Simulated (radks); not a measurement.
Spherical quantum dot in the effective-mass picture: electrons in a hard-walled sphere of radius 3.63, with a point charge +2 (a donor) at the centre, all in effective atomic units (hartree* = m*/eps^2 hartree, bohr* = eps/m* bohr), one dielectric constant everywhere. Method: non-relativistic Kohn-Sham, r2SCAN, spin-polarised, spherical densities, generalised Kohn-Sham scheme; computed with a radial shooting solver with Libxc functionals. Levels are named by radial order and angular momentum (1s, 1p, 1d, 2s, ...), and open shells are averaged over m. Results are scaled to m* = 0.116 and eps = 17.2, for which hartree* = 10.67 meV and bohr* = 7.846 nm. Each electron was tried in the lowest free levels, single moves between levels near the top were tried too, and the lowest total energy was kept; such a search can miss a lower state. At N = 1 the Hartree and exchange-correlation terms need not cancel, so that row can carry a self-interaction error.

| N | open shells | 2S | E (meV) | mu = E(N) - E(N-1) (meV) | addition energy mu(N+1) - mu(N) (meV) | e(HOMO) (meV) | rms radius (nm) |
|---|---|---|---|---|---|---|---|
| 1 | 1s(up 1, down 0) | 1 | -21.3363 | -21.336 | 11.77 | -16.931 | 6.813 |
| 2 | none | 0 | -30.9036 | -9.5672 | 16.80 | -6.2786 | 8.297 |
| 3 | 1p(up 1, down 0) | 1 | -23.6699 | 7.2337 | 3.445 | 8.8373 | 12.08 |
| 4 | 1p(up 2, down 0) | 2 | -12.9915 | 10.678 | 3.770 | 12.544 | 13.76 |
| 5 | 1p(up 3, down 0) | 3 | 1.45695 | 14.448 | 5.144 | 16.365 | 14.80 |
| 6 | 1p(up 3, down 0) 2s(up 1, down 0) | 4 | 21.0492 | 19.592 | 4.195 | 21.515 | 15.59 |
| 7 | 1p(up 3, down 2) | 1 | 44.8369 | 23.788 | 3.156 | 25.124 | 16.14 |
| 8 | none | 0 | 71.7807 | 26.944 | 4.702 | 28.777 | 16.61 |
| 9 | 2s(up 1, down 0) | 1 | 103.427 | 31.646 | 4.892 | 33.514 | 17.00 |
| 10 | none | 0 | 139.965 | 36.538 | 6.480 | 38.600 | 17.23 |
| 11 | 1d(up 1, down 0) | 1 | 182.983 | 43.018 | 3.485 | 44.755 | 17.60 |
| 12 | 1d(up 2, down 0) | 2 | 229.486 | 46.503 | 3.514 | 48.256 | 17.90 |
| 13 | 1d(up 3, down 0) | 3 | 279.503 | 50.017 | 3.529 | 51.778 | 18.17 |
| 14 | 1d(up 4, down 0) | 4 | 333.049 | 53.546 | 3.538 | 55.312 | 18.40 |
| 15 | 1d(up 5, down 0) | 5 | 390.132 | 57.083 | 4.838 | 58.853 | 18.61 |
| 16 | 1d(up 5, down 1) | 4 | 452.053 | 61.921 | 3.405 | 63.619 | 18.80 |
| 17 | 1d(up 5, down 2) | 3 | 517.380 | 65.327 | 3.440 | 67.041 | 18.97 |
| 18 | 1d(up 5, down 3) | 2 | 586.146 | 68.767 | 3.463 | 70.493 | 19.13 |
| 19 | 1d(up 5, down 4) | 1 | 658.376 | 72.229 | 3.477 | 73.964 | 19.27 |
| 20 | none | 0 | 734.083 | 75.707 | 8.872 | 77.447 | 19.41 |
| 21 | 1f(up 1, down 0) | 1 | 818.661 | 84.579 | 3.399 | 86.262 | 19.55 |
| 22 | 1f(up 2, down 0) | 2 | 906.638 | 87.977 | 3.409 | 89.669 | 19.69 |
| 23 | 1f(up 3, down 0) | 3 | 998.024 | 91.386 | 3.419 | 93.087 | 19.81 |
| 24 | 1f(up 4, down 0) | 4 | 1092.83 | 94.805 | 3.426 | 96.512 | 19.92 |
| 25 | 1f(up 5, down 0) | 5 | 1191.06 | 98.231 | 3.431 | 99.942 | 20.03 |
| 26 | 1f(up 6, down 0) | 6 | 1292.72 | 101.66 | 3.434 | 103.37 | 20.13 |
| 27 | 1f(up 7, down 0) | 7 | 1397.82 | 105.10 | 4.714 | 106.81 | 20.22 |
| 28 | 1f(up 7, down 1) | 6 | 1507.63 | 109.81 | 3.354 | 111.46 | 20.31 |
| 29 | 1f(up 7, down 2) | 5 | 1620.79 | 113.16 | 3.364 | 114.83 | 20.40 |
| 30 | 1f(up 7, down 3) | 4 | 1737.32 | 116.53 | 3.375 | 118.20 | 20.48 |
| 31 | 1f(up 7, down 4) | 3 | 1857.22 | 119.90 | 3.385 | 121.58 | 20.55 |
| 32 | 1f(up 7, down 5) | 2 | 1980.51 | 123.29 | 3.392 | 124.98 | 20.63 |
| 33 | 1f(up 7, down 6) | 1 | 2107.19 | 126.68 | 3.397 | 128.37 | 20.69 |
| 34 | none | 0 | 2237.27 | 130.08 | 9.657 | 131.77 | 20.76 |
| 35 | 1g(up 1, down 0) | 1 | 2377.00 | 139.73 | 3.340 | 141.40 | 20.83 |
| 36 | 1g(up 2, down 0) | 2 | 2520.07 | 143.07 | 3.350 | 144.75 | 20.90 |
| 37 | 1g(up 3, down 0) | 3 | 2666.50 | 146.42 | 3.357 | 148.11 | 20.96 |
| 38 | 1g(up 4, down 0) | 4 | 2816.28 | 149.78 | 3.361 | 151.47 | 21.03 |
| 39 | 1g(up 5, down 0) | 5 | 2969.42 | 153.14 | 3.364 | 154.83 | 21.09 |
| 40 | 1g(up 6, down 0) | 6 | 3125.92 | 156.50 | 3.366 | 158.19 | 21.14 |
| 41 | 1g(up 7, down 0) | 7 | 3285.79 | 159.87 | - | 161.56 | 21.20 |

All shells are closed at N = 2, 8, 10, 20, 34 (there: 1s2 1p6 1d10 2s2 1f14); the second difference of the energy has clear peaks (12 % above both neighbours; the first and last values, which can be the largest, are not judged, and half-filled shells can peak too) at N = 2, 5, 10, 15, 20, 27, 34.
